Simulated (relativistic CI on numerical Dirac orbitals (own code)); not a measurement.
## Ar: calculation against measurement

Method of calculation: Dirac-Coulomb-Breit CI, KLI orbitals optimised for each configuration, QED by a radiative potential, valence Slater integrals scaled by 0.85, P86 correlation energy added to each configuration (own radial code, finite nucleus).

Configuration list (outside the closed core [Ne]): 3s2.3p6, 3s2.3p5.4s, 3s2.3p5.4p, 3s2.3p5.3d, 3s2.3p5.5s, 3s2.3p5.5p, 3s2.3p5.4d, 3s2.3p5.6s, 3s2.3p5.4f, 3s2.3p5.6p, 3s2.3p5.5d, 3s2.3p5.5f, 3s2.3p5.5g, 3s2.3p5.6d, 3s.3p6.3d. Double excitations out of closed p, d and f shells are left out; levels of such configurations are missing from the list, as are those of other unlisted configurations, and high levels can miss mixing partners.

```
Configuration  Term (tabulated)  J  Measured (cm⁻¹)  Computed  Error  Purity (%)
      3s2.3p6                1S  0              0.0         0      0         100
   3s2.3p5.4s           2[3/2]°  2          93143.8     92987   -157         100
   3s2.3p5.4s           2[3/2]°  1          93750.6     93591   -160          78
   3s2.3p5.4s           2[1/2]°  0          94553.7     94425   -129         100
   3s2.3p5.4s           2[1/2]°  1          95399.8     95228   -172          78
   3s2.3p5.4p            2[1/2]  1         104102.1    103284   -818          94
   3s2.3p5.4p            2[5/2]  3         105462.8    104318  -1145         100
   3s2.3p5.4p            2[5/2]  2         105617.3    104477  -1141          62
   3s2.3p5.4p            2[3/2]  1         106087.3    104910  -1177          46
   3s2.3p5.4p            2[3/2]  2         106237.6    105027  -1210          61
   3s2.3p5.4p            2[1/2]  0         107054.3    105857  -1197          86
   3s2.3p5.4p            2[3/2]  1         107131.7    105978  -1154          54
   3s2.3p5.4p            2[3/2]  2         107289.7    106118  -1172          37
   3s2.3p5.4p            2[1/2]  1         107496.4    106298  -1199          64
   3s2.3p5.4p            2[1/2]  0         108722.6    107742   -980          82
   3s2.3p5.3d           2[1/2]°  0         111667.8    111705     38          97
   3s2.3p5.3d           2[1/2]°  1         111818.0    111831     13          92
   3s2.3p5.3d           2[3/2]°  2         112138.9    112075    -64          76
   3s2.3p5.3d           2[7/2]°  4         112750.2    112274   -476         100
   3s2.3p5.3d           2[7/2]°  3         113020.4    112501   -519          73
   3s2.3p5.3d           2[5/2]°  2         113426.0    112815   -611          50
   3s2.3p5.5s           2[3/2]°  2         113468.5    112793   -675          90
   3s2.3p5.5s           2[3/2]°  1         113643.3    113018   -626          52
   3s2.3p5.3d           2[5/2]°  3         113716.6    112984   -733          57
   3s2.3p5.3d           2[3/2]°  1         114147.7    113356   -792          55
   3s2.3p5.3d           2[5/2]°  2         114641.0    114005   -636          49
   3s2.3p5.3d           2[3/2]°  2         114805.1    114112   -693          49
   3s2.3p5.3d           2[5/2]°  3         114821.9    114157   -665          38
   3s2.3p5.5s           2[1/2]°  0         114861.6    114198   -663          99
   3s2.3p5.5s           2[1/2]°  1         114975.0    114361   -614          50
   3s2.3p5.3d           2[3/2]°  1         115366.9    114586   -781          46
```

Measured levels from NIST Handbook of Basic Atomic Spectroscopic Data (Sansonetti and Martin, J. Phys. Chem. Ref. Data 34, 1559 (2005)); pairs were made by configuration, J and term (by order where the table uses no LS term), so strongly mixed levels may be paired wrongly.

Mean error by configuration (cm⁻¹): 3s2.3p5.4s -154; 3s2.3p5.4p -1119; 3s2.3p5.3d -493; 3s2.3p5.5s -644. Over the excited levels the mean absolute error is 680 cm⁻¹ (30 of the 30 excited levels that our extract of the source holds in range could be paired), and the median relative error of those above 1,000 cm⁻¹ is 0.59 %.

Transition probabilities of persistent lines. The last column rescales the computed rate by the cube of measured over computed energy:

| λ measured (Å) | Lower | Upper | A tabulated (s⁻¹) | A computed | A rescaled |
| --- | --- | --- | --- | --- | --- |
| 866.80 vacuum | 3s2.3p6 1S_0 | 3s2.3p5.3d 2[3/2]°_1 | 3.14e+08 | 2.42e+08 | 2.47e+08 |
| 869.75 vacuum | 3s2.3p6 1S_0 | 3s2.3p5.5s 2[1/2]°_1 | 3.50e+07 | 7.67e+07 | 7.79e+07 |
| 876.06 vacuum | 3s2.3p6 1S_0 | 3s2.3p5.3d 2[3/2]°_1 | 2.69e+08 | 2.06e+08 | 2.10e+08 |
| 879.95 vacuum | 3s2.3p6 1S_0 | 3s2.3p5.5s 2[3/2]°_1 | 7.70e+07 | 1.43e+08 | 1.46e+08 |
| 1048.22 vacuum | 3s2.3p6 1S_0 | 3s2.3p5.4s 2[1/2]°_1 | 5.32e+08 | 5.16e+08 | 5.19e+08 |
| 1066.66 vacuum | 3s2.3p6 1S_0 | 3s2.3p5.4s 2[3/2]°_1 | 1.32e+08 | 1.40e+08 | 1.41e+08 |
| 6965.43 air | 3s2.3p5.4s 2[3/2]°_2 | 3s2.3p5.4p 2[1/2]_1 | 6.70e+06 | 4.82e+06 | 6.04e+06 |
| 7067.22 air | 3s2.3p5.4s 2[3/2]°_2 | 3s2.3p5.4p 2[3/2]_2 | 3.95e+06 | 2.50e+06 | 3.12e+06 |
| 7503.87 air | 3s2.3p5.4s 2[1/2]°_1 | 3s2.3p5.4p 2[1/2]_0 | 4.72e+07 | 4.60e+07 | 5.54e+07 |
| 7635.11 air | 3s2.3p5.4s 2[3/2]°_2 | 3s2.3p5.4p 2[3/2]_2 | 2.74e+07 | 2.41e+07 | 3.10e+07 |
| 7948.18 air | 3s2.3p5.4s 2[1/2]°_0 | 3s2.3p5.4p 2[3/2]_1 | 1.96e+07 | 1.95e+07 | 2.51e+07 |
| 8006.16 air | 3s2.3p5.4s 2[3/2]°_1 | 3s2.3p5.4p 2[3/2]_2 | 4.90e+06 | 4.82e+06 | 6.28e+06 |
| 8014.79 air | 3s2.3p5.4s 2[3/2]°_2 | 3s2.3p5.4p 2[5/2]_2 | 9.28e+06 | 8.94e+06 | 1.14e+07 |
| 8103.69 air | 3s2.3p5.4s 2[3/2]°_1 | 3s2.3p5.4p 2[3/2]_1 | 2.50e+07 | 2.38e+07 | 3.09e+07 |
| 8115.31 air | 3s2.3p5.4s 2[3/2]°_2 | 3s2.3p5.4p 2[5/2]_3 | 3.31e+07 | 3.28e+07 | 4.22e+07 |
| 9122.97 air | 3s2.3p5.4s 2[3/2]°_2 | 3s2.3p5.4p 2[1/2]_1 | 1.89e+07 | 2.00e+07 | 2.41e+07 |
| 9657.79 air | 3s2.3p5.4s 2[3/2]°_1 | 3s2.3p5.4p 2[1/2]_1 | 5.43e+06 | 5.39e+06 | 6.56e+06 |
